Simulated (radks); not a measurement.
Results of a calculation; reference values are marked as such.
The table gives one normalised radial function P(r) = r R(r) of S5+ in [Ne] 7d1 (r in bohr). Code: a radial shooting solver on a logarithmic mesh with Libxc functionals. Model: scalar-relativistic Kohn-Sham, PBE, spin-unpolarised, spherical densities, finite nucleus; Fermi nuclear charge, rms radius 3.2611 fm.

r            P
0.01183  1.2355
0.01578  1.5441
0.02122  1.8998
0.02852  2.2692
0.03835  2.6053
0.05156  2.8374
0.06877  2.8822
0.09245  2.6721
0.1243   2.1897
0.1671   1.5238
0.2247   0.8546
0.2997   0.3705
0.4029   0.1082
0.5417   0.0192
0.7283   0.0018
0.9714   0.0001
1.306    0.0000
1.756    0.0000
2.361    0.0000
3.174    0.0000
4.233    0.0000
5.691    0.0000
7.652    0.0000
10.29    0.0000
13.83    0.0000
18.45    0.0000
24.8     0.0000
33.35    0.0000

Which n and l does it have? It may be an empty orbital.

Answer. n = 1, l = 0: the number of nodes gives n - l - 1 = 0, the rise at small r (about r^(l+1)) gives l, and the extent must fit the shell. The curve is that of 1s. 1s: eigenvalue -2509.3 eV, 0 radial nodes, <r> = 0.0968 bohr, 90 % of the charge inside 0.173 bohr.
